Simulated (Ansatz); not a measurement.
A structure relaxed at PBE0-D4/def2-TZVP, charge 0, multiplicity 1:

```
atom   x (Å)   y (Å)   z (Å)
  F1  -1.685  -0.345   1.132
  C2  -1.324   0.290   0.044
  F3  -2.355   0.892  -0.487
  C4  -0.102   0.324  -0.451
  C5   1.033  -0.376   0.191
  F6   2.013   0.512   0.506
  F7   1.585  -1.266  -0.677
  H8   0.079   0.884  -1.358
  H9   0.756  -0.915   1.101
```

Q: Give its formula and SMILES.

A: C3H2F4, `FC(F)=CC(F)F`.

Q: Point group (tolerance 0.08 Å, 0.16 Å for H)?

A: Cs.

Q: Summarise the bond lengths by kind.

A: 4 × C–F 1.307 to 1.360 Å; 2 × C–C 1.319 to 1.480 Å; 2 × C–H 1.081 to 1.093 Å.

Results of the Gaussian-basis code of Ansatz.
